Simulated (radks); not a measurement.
Eu52+, configuration [Ne] 3s1. Calculated with a radial shooting solver on a logarithmic mesh with Libxc functionals: Dirac Kohn-Sham, PBE, spin-unpolarised, spherical densities, finite nucleus; Fermi nuclear charge, rms radius 5.1115 fm. Some entries of the table are withheld. Estimate them.

orbital  occ.  eigenvalue (Ry)  <r^2> (bohr^2)  <r> (bohr)
1s1/2       2        -3841.574       0.0006780         (1)
2s1/2       2        -855.6026         0.01024     0.09298
2p1/2       2        -830.0913             (2)         (3)
2p3/2       4        -780.6310             (4)         (5)
3s1/2       1              (6)         0.05665      0.2228

Answer. 
(1) 1s1/2 <r> (bohr): 0.02230
(2) 2p1/2 <r^2> (bohr^2): 0.007405
(3) 2p1/2 <r> (bohr): 0.07758
(4) 2p3/2 <r^2> (bohr^2): 0.008546
(5) 2p3/2 <r> (bohr): 0.08399
(6) 3s1/2 eigenvalue (Ry): -352.6233
